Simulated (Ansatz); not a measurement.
Consider the cleavage of the Si–Al bond: `F[CH]([SiH3])[AlH][SiH3]` + H₂Se → `[SiH3][SeH]` + `F[CH]([AlH2])[SiH3]`.

Calculated with Ansatz (gas phase, PBE0-D4/def2-TZVP geometries, no zero-point term in ΔE). CCSD(T)/CBS is the MP2 limit (def2-TZVPP, def2-QZVPP) plus CCSD(T) − MP2 in def2-TZVPP, frozen cores. Functionals use def2-TZVPP. For Se outer-core shells are correlated without core-valence functions, which leaves a few kJ/mol of doubt a bond. Scalar relativity is left out up to krypton. One conformer a species, not always the lowest.

CCSD(T)/CBS gives -12.3 kcal/mol.

(1) Another level gave -11.6 kcal/mol. Which?
A. CCSD/def2-TZVPP
B. MP2/def2-TZVPP
C. PBE0/def2-TZVPP
D. ωB97M-V/def2-TZVPP

Largest T1 diagnostic among the species: 0.013.

Answers

(1) A. CCSD/def2-TZVPP -11.6, PBE0 -10.5, ωB97M-V -13.0, MP2/def2-TZVPP -14.0 kcal/mol.

In def2-TZVPP, CCSD(T) changes the Hartree–Fock value by +4.1 kcal/mol (the triples alone add +0.4 kcal/mol) and MP2 by +1.4 kcal/mol. From PBE to PBE0 (25 % exact exchange), in def2-TZVPP and without D4, ΔE moves by −1.2 kcal/mol.
